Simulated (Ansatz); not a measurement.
Job for Ansatz (a quantum-chemistry and plane-wave program): U-PBE/cc-pV(T+d)Z on CH4Si (SMILES C[SiH]), a point of a bond scan (R = 1.090 Å). Files ending in .json are basis or fitting sets from the Basis Set Exchange.

Ansatz 0.2 input:
```yaml
crystal:
  periodic: [false, false, false]
  atoms:
    - {symbol: Si, position_ang: [-0.44283511, -0.33733196, 0.51775234]}
    - {symbol: H, position_ang: [-1.42990117, -0.70043934, -0.59087342]}
    - {symbol: C, position_ang: [0.77076815, 0.54410571, -0.65073574]}
    - {symbol: H, position_ang: [1.64710458, 0.94860461, -0.14442141]}
    - {symbol: H, position_ang: [0.25620507, 1.35865472, -1.17489853]}
    - {symbol: H, position_ang: [1.10167411, -0.14880677, -1.43392500]}
basis:
  gaussian:
    orbitals: cc-pV_T+d_Z.json
hamiltonian:
  xc: {name: PBE}
magnetization: {spin_polarized: true, initial_magnetization: 0}
```

The head of its log:

```
WARN ansatz: RAYON_NUM_THREADS=1 ignored (pool sized by the plan → 1); use --threads N
Functional definition: PBE
integrals: 0.03 GiB planned
702 factors; their error is unknown
mean field: 0.39 GiB planned
mean field evaluation 1: about -8964.1621 eV, gradient 4.4e1 eV
mean field evaluation 2: about -8941.7088 eV, gradient 6.8e1 eV
```

Task: What total energy does the run end on?

Result: -329.7506 hartree.
